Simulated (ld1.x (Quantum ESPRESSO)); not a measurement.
# Configuration tests for Ge (PAW)

ld1.x (Quantum ESPRESSO) 7.5 input, shortened:

```
&input
   title='Ge', zed=32., rel=1, dft='PBESOL', iswitch=3,
   config='[Ar] 3d10 4s1.5 4p2.5'
 /
 &inputp
   pseudotype=3, lpaw=.true., tm=.true., lloc=-1, rcloc=1.25,
   nlcc=.true., new_core_ps=.true., rcore=1.15,
   which_augfun='PSQ', rmatch_augfun_nc=.true.
 /
6
4S  1  0   1.50   0.00  1.75  2.15  0.0
4S  1  0   0.00   0.10  1.75  2.15  0.0
4P  2  1   2.50   0.00  1.85  2.15  0.0
4P  2  1   0.00   0.35  1.85  2.15  0.0
3D  3  2  10.00   0.00  0.95  1.10  0.0
3D  3  2   0.00  -1.30  0.95  1.10  0.0
 &test
   configts(1)='3d10 4s1.5 4p2.5'
 /
```

Energies are relative to the spin-unpolarised reference configuration 3d10 4s1.5 4p2.5; without spin polarisation the order of configurations can differ from experiment. Not all tests gave a result: 1 of 7 tests not solved or not reliable. Left out of the table: 3d9 4s2 4p3 (solver errors, printed error -2072 eV).

Question: Give the all-electron excitation energy and the error of the potential for: 3d10 4s2 4p2; 3d10 4s2 4p1; 3d10 4s2 4p0; 3d10 4s2 4p2.3; 3d10 4s1 4p0; 3d10 4s1 4p3.

Answer:

```
valence configuration  charge  ΔE all-electron (eV)  error AE − PS (meV)
         3d10 4s2 4p2       0                -3.957                 +0.5
         3d10 4s2 4p1      +1                 3.496                 -0.6
         3d10 4s2 4p0      +2                18.944                 -1.3
       3d10 4s2 4p2.3    -0.3                -4.841                 +0.6
         3d10 4s1 4p0      +3                53.732                 -3.2
         3d10 4s1 4p3       0                 4.024                 -0.3
```
